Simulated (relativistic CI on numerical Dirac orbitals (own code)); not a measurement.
A reference radial Dirac CI calculation of Bi⁶⁺ gave the lowest total energy -21513.54223 Ha in 25 SCF steps, from this input:

```
atom Bi  Z=83  charge=6  electrons=77
nucleus A=209  rms_radius_fm=5.5211
hamiltonian dirac-coulomb  breit=on  qed=on  c_scale=1
orbitals kli  potential=per-configuration
slater_scale 1
correlation none
mixing on
grid step=0.0125 r_max=37.1
scf mixing=0.4 start=green max_iterations=150 tolerance=2e-08 node_fill=0.05
configurations
  [Xe] 4f14 5d9
  [Xe] 4f14 5d8 6s
end
```

One setting was then changed (and the iteration limit cut to 52), and the output read:

```
SCF 1: [Xe] 4f14 5d9
 iter      energy (Ha)   residual   last orbital (Ha)
    1    -21423.550195   5.10e+00     -9.11459
    2    -21547.214699   1.61e+00     -5.31334
      5d3/2 not found; potential halved back
      5d5/2 not found; potential halved back
      5d5/2 not found; potential halved back
      5d5/2 not found; potential halved back
      5d5/2 not found; potential halved back
    8    -21548.077459   1.56e+00     -5.26419
      5d3/2 not found; potential halved back
      5d3/2 not found; potential halved back
      5d5/2 not found; potential halved back
      5d5/2 not found; potential halved back
      5d5/2 not found; potential halved back
      5d5/2 not found; potential halved back
      5d5/2 not found; potential halved back
   16    -21548.418259   1.55e+00     -5.25596
      5d3/2 not found; potential halved back
      5d3/2 not found; potential halved back
      5d5/2 not found; potential halved back
   20    -21550.506647   1.41e+00     -5.12549
      5d3/2 not found; potential halved back
      5d3/2 not found; potential halved back
      5d5/2 not found; potential halved back
      5d5/2 not found; potential halved back
   25    -21551.409656   1.35e+00     -5.06574
      5d3/2 not found; potential halved back
      5d5/2 not found; potential halved back
      5d5/2 not found; potential halved back
      5d5/2 not found; potential halved back
      5d5/2 not found; potential halved back
   31    -21551.827680   1.32e+00     -5.03712
      5d3/2 not found; potential halved back
      5d3/2 not found; potential halved back
error: SCF of 1s2 2s2 2p6 3s2 3p6 3d10 4s2 4p6 4d10 4f14 5s2 5p6 5d9 stopped: an orbital could not be found
end: not converged
```

(1) Which setting was changed?
A. charge
B. Breit term
C. grid step
D. configuration list

Answers

(1) C. The grid step 0.3. This setting is bad on purpose; its numbers may not be properties of the ion.
